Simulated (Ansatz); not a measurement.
`CC(C)(C)C(=O)CC=O`, 21 atoms. The species carries charge 0 and has multiplicity 1. Hardware: A = 4 threads of an AMD EPYC 7R13 on a shared host and a share of an NVIDIA H100 80 GB; B = 4 threads of an AMD EPYC 7R13 on a shared host. Correlated methods freeze the cores. Open-shell runs search over several starts.

Problem. Give the basis size and wall time and peak host memory of each of these runs in Ansatz. RKS r2SCAN0-D4/def2-TZVPP energy [A]; UHF-CCSD(T)/def2-TZVPP energy of the cation [A]; RKS PBE0-D4/def2-QZVPP energy [A]; UKS ωB97X-V/def2-TZVPP energy of the cation [A]; RHF-MP2/def2-QZVPP energy [A]; UKS r2SCAN-D4/def2-TZVPP energy of the cation [A]; UKS B2PLYP (frozen core)/def2-TZVPP energy of the cation [A]; RKS r2SCANh-D4/def2-TZVPP energy [A]; RKS ωB97M-V/def2-SVP energy [B]; UKS PBE-D4/def2-TZVPP energy of the cation [A]; UKS B3LYP-D4/def2-TZVPP energy of the cation [A]; RKS ωB97X-V/def2-TZVPP energy [A]. (Estimate.)

Solution. The calculation gave: Other jobs shared the machine, so times are rough.

```json
{"level": "RKS ωB97X-V/def2-TZVPP", "job": "energy [A]", "functions": "447", "wall time": "7.5 s", "peak host memory (GiB)": "1"}
{"level": "RKS r2SCANh-D4/def2-TZVPP", "job": "energy [A]", "functions": "447", "wall time": "8 s", "peak host memory (GiB)": "0.96"}
{"level": "RKS r2SCAN0-D4/def2-TZVPP", "job": "energy [A]", "functions": "447", "wall time": "8.5 s", "peak host memory (GiB)": "0.96"}
{"level": "RKS ωB97M-V/def2-SVP", "job": "energy [B]", "functions": "186", "wall time": "9.5 s", "peak host memory (GiB)": "0.95"}
{"level": "UKS B3LYP-D4/def2-TZVPP", "job": "energy of the cation [A]", "functions": "447", "wall time": "13 s", "peak host memory (GiB)": "1"}
{"level": "RHF-MP2/def2-QZVPP", "job": "energy [A]", "functions": "873", "wall time": "18 s", "peak host memory (GiB)": "1.6"}
{"level": "UKS PBE-D4/def2-TZVPP", "job": "energy of the cation [A]", "functions": "447", "wall time": "20 s", "peak host memory (GiB)": "1"}
{"level": "UKS r2SCAN-D4/def2-TZVPP", "job": "energy of the cation [A]", "functions": "447", "wall time": "24 s", "peak host memory (GiB)": "1.1"}
{"level": "UKS ωB97X-V/def2-TZVPP", "job": "energy of the cation [A]", "functions": "447", "wall time": "28 s", "peak host memory (GiB)": "1.2"}
{"level": "RKS PBE0-D4/def2-QZVPP", "job": "energy [A]", "functions": "873", "wall time": "31 s", "peak host memory (GiB)": "1.4"}
{"level": "UKS B2PLYP (frozen core)/def2-TZVPP", "job": "energy of the cation [A]", "functions": "447", "wall time": "33 s", "peak host memory (GiB)": "2.4"}
{"level": "UHF-CCSD(T)/def2-TZVPP", "job": "energy of the cation [A]", "functions": "447", "wall time": "4.9 min", "peak host memory (GiB)": "4.3"}
```

B3LYP here is the variant with VWN-RPA as its local correlation; programs differ in this.
